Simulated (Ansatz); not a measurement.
Basis sets compared for W4Se8⁻. The state is a doublet with charge -1. Geometry PBE-D4/def2-SVP. Ansatz on 2 threads of AMD EPYC 7R13 on a shared host and a share (18 GiB) of an NVIDIA H100 80GB HBM3; times are rough, and most runs start from earlier orbitals.

Cartesian coordinates in Å:
```
W 2.142 -0.076 -0.763
W 0.412 0.692 1.456
W -0.795 -1.057 0.179
W -0.565 0.972 -1.324
Se 4.287 0.037 -1.613
Se 0.400 -1.192 -2.163
Se -2.281 -2.416 1.783
Se -3.237 -0.934 0.136
Se 1.297 2.273 -0.284
Se -2.600 1.841 -2.029
Se -0.750 1.334 3.356
Se 1.690 -1.474 1.267
```

In the def2 sets W takes a core potential; there is no spin–orbit coupling. Single mean-field runs in def2-TZVP are fitted with def2-universal-jkfit. Another isomer (doublet) lies 1.63 eV lower at PBE0-D4/def2-TZVP; other spin states weren't run for this one.

```csv
level,functions,energy (Eh),HOMO (eV),LUMO (eV),wall time
PBE-D4/def2-SVP,384,-19476.5421,-1.78,-1.51,7.5 s
PBE0-D4/def2-SVP,384,-19476.8628,-2.76,-1.16,13 s
```

Question: Estimate the rows for PBE-D4/def2-TZVP (with forces), PBE0-D4/def2-TZVP.

Answer: 
```csv
level,functions,energy (Eh),HOMO (eV),LUMO (eV),wall time
PBE-D4/def2-TZVP (with forces),544,-19478.9611,-1.82,-1.54,10 s
PBE0-D4/def2-TZVP,544,-19479.2926,-2.75,-1.14,17 s
```
